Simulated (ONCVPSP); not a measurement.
**An all-electron radial function and its pseudo partner (C (Z = 6))**

Columns: radius, all-electron u(r) and pseudo u(r) of the 2s shell (level -13.75 eV) of carbon in the configuration [He] 2s2 2p2; PBE, scalar-relativistic, ONCV scheme, ONCVPSP 4.0.1.

```
r (bohr)  all-electron  pseudo
   0.080       -0.3027  0.0441
   0.160       -0.3446  0.0901
   0.240       -0.2578  0.1411
   0.320       -0.1138  0.2004
   0.400        0.0474  0.2684
   0.480        0.2047  0.3426
   0.560        0.3473  0.4200
   0.640        0.4706  0.4988
   0.720        0.5736  0.5777
   0.800        0.6564  0.6527
   0.880        0.7199  0.7169
   0.960        0.7660  0.7652
   1.040        0.7967  0.7967
   1.120        0.8143  0.8142
   1.200        0.8206  0.8206
   1.280        0.8178  0.8178
   1.360        0.8074  0.8074
   1.440        0.7911  0.7910
   1.520        0.7700  0.7700
   1.600        0.7454  0.7454
   1.680        0.7182  0.7182
   1.760        0.6892  0.6892
   1.840        0.6590  0.6590
   1.920        0.6282  0.6282
   2.000        0.5972  0.5972
   2.080        0.5664  0.5664
```

How many radial nodes do the two functions have?

The all-electron 2s function has n − l − 1 = 1; the pseudo-wave has 0, since the states of the same l below it are removed with the core.

At about which radius was the pseudo-wave matched?

1.10 bohr, where the columns begin to agree (steps of 0.08 bohr).

Is the pseudo-wave norm-conserving?

Yes: the ONCV scheme keeps the norm inside the radius equal to the all-electron one, which fixes the energy derivative of the logarithmic derivative at the level.
